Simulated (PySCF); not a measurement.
Identify the unknown among the candidates.

All candidates are C4H8OSi2.

- Polarisability: 96.7 au [wB97X-D/def2-SVPD]
- 1H NMR: chemical shifts (computed TMS as zero) by class: 7.57 (2 H), 7.43 (2 H), 4.98 (1 H), 4.48 (1 H), 4.45 (1 H), 1.46 (1 H) ppm [GIAO PBE0/pcSseg-1]
- NMR, other nuclei: isotropic shieldings of nuclei other than C and H, by class: 303 (1 O), 394 (1 Si), 427 (1 Si) ppm [GIAO PBE0/pcSseg-1]
- Triplet: lowest triplet excitation (Tamm–Dancoff): 4.20 eV [TDA wB97X-D/def2-SVPD]
- Rotational structure: rotational constants A, B, C: 3.358, 1.354, 1.025 GHz [GFN2-xTB]
- UV, first state: lowest singlet excitation: 5.32 eV (233 nm, f = 0.005) [TDDFT wB97X-D/def2-SVPD]
- 13C NMR: chemical shifts (computed TMS as zero) by class: 160.8 (2 C), 153.7 (2 C) ppm [GIAO PBE0/pcSseg-1]
- Dipole: 1.60 D [wB97X-D/def2-SVPD]

The electronic properties come from PySCF, for the isolated species, density fitting. Levels stand in brackets. Isolated species at its GFN2-xTB geometry (one conformer only). NMR values are class means; diastereotopic atoms form classes of their own.

Question: Which candidate is it?
A. `C#C[Si@H]1CC[SiH2]O1`
B. `C=C[Si@H]1C[SiH2]C1=O`
C. `[SiH3][SiH2]c1ccco1`
D. `O[SiH]1C=C[SiH2]C=C1`
E. `C#C[C@@H]1C[SiH2]O[SiH2]1`

Answer: D. It is `O[SiH]1C=C[SiH2]C=C1`. Numbering: `[OH:1][SiH:2]1[CH:3]=[CH:4][SiH2:5][CH:6]=[CH:7]1`. Its formula, C4H8OSi2, gives 3 degrees of unsaturation: 1 ring and 2 π bonds in the structure found. 4 carbons fall into 2 classes; from least to most shielded: alkene CH carbon [C3/C7] (160.8 ppm, 2 C), alkene CH carbon [C4/C6] (153.7 ppm, 2 C). Hydrogen classes from least to most shielded: 2 H on 2 alkene CH carbons, C3/C7 (7.57 ppm), 2 H on 2 alkene CH carbons, C4/C6 (7.43 ppm), 1 H on an oxygen-bound silicon, Si2 (4.98 ppm), 1 H on an SiH2 silicon, Si5 (4.48 ppm), 1 H on an SiH2 silicon, Si5 (4.45 ppm), 1 H on a silanol oxygen, O1 (1.46 ppm). The other shieldings belong to: 303 ppm, silanol oxygen [O1]; 394 ppm, oxygen-bound silicon [Si2]; 427 ppm, SiH2 silicon [Si5]. The optimised geometry has point group Cs and is an asymmetric top.

The others, at the same levels:
- `C=C[Si@H]1C[SiH2]C1=O` fails: it has 4 carbon classes against 2; its computed 13C shifts are 316.4 (1 C), 143.9 (1 C), 137.1 (1 C), -9.9 (1 C) ppm, 1H shifts are 6.68 (1 H), 6.40 (1 H), 6.22 (1 H), 5.36 (1 H), 4.97 (1 H), 4.93 (1 H), 1.11 (1 H), 1.03 (1 H) ppm and lowest singlet excitation is 2.09 eV (593 nm, f = 0.000) (against 5.32 eV).
- `C#C[C@@H]1C[SiH2]O[SiH2]1` fails: it has 4 carbon classes against 2; its computed 13C shifts are 90.0 (1 C), 74.2 (1 C), 20.7 (1 C), 14.9 (1 C) ppm, 1H shifts are 5.25 (1 H), 5.12 (1 H), 5.05 (1 H), 4.89 (1 H), 2.29 (1 H), 1.69 (1 H), 1.51 (1 H), 1.37 (1 H) ppm and lowest singlet excitation is 6.38 eV (194 nm, f = 0.002) (against 5.32 eV).
- `C#C[Si@H]1CC[SiH2]O1` fails: it has 4 carbon classes against 2; its computed 13C shifts are 102.0 (1 C), 90.3 (1 C), 12.6 (1 C), 9.8 (1 C) ppm, 1H shifts are 5.14 (1 H), 5.12 (1 H), 5.07 (1 H), 1.96 (1 H), 1.28 (1 H), 1.18 (1 H), 1.12 (1 H), 1.04 (1 H) ppm and rotational constant A is 3.632 GHz (against 3.358 GHz).
- `[SiH3][SiH2]c1ccco1` fails: it has 4 carbon classes against 2; its computed 13C shifts are 154.6 (1 C), 153.4 (1 C), 129.9 (1 C), 117.0 (1 C) ppm, 1H shifts are 7.90 (1 H), 7.08 (1 H), 6.68 (1 H), 4.60 (2 H), 3.49 (3 H) ppm and lowest singlet excitation is 5.80 eV (214 nm, f = 0.382) (against 5.32 eV).

Each candidate is one conformer, not necessarily the lowest. Dipoles, sizes and rotational constants follow the conformer. The torsions of the flexible species, by atom-mapped SMILES:
- `[OH:1][SiH:2]1[CH:3]=[CH:4][SiH2:5][CH:6]=[CH:7]1`: H–O1–Si2–C3 -60°
- `[CH2:1]=[CH:2][Si@H:3]1[CH2:4][SiH2:5][C:6]1=[O:7]`: C1–C2–Si3–C4 -15°
- `[SiH3:1][SiH2:2][c:3]1[cH:4][cH:5][cH:6][o:7]1`: Si1–Si2–C3–C4 -115°

The conformers of `C#C[C@@H]1C[SiH2]O[SiH2]1` and `C#C[Si@H]1CC[SiH2]O1` aren't listed.
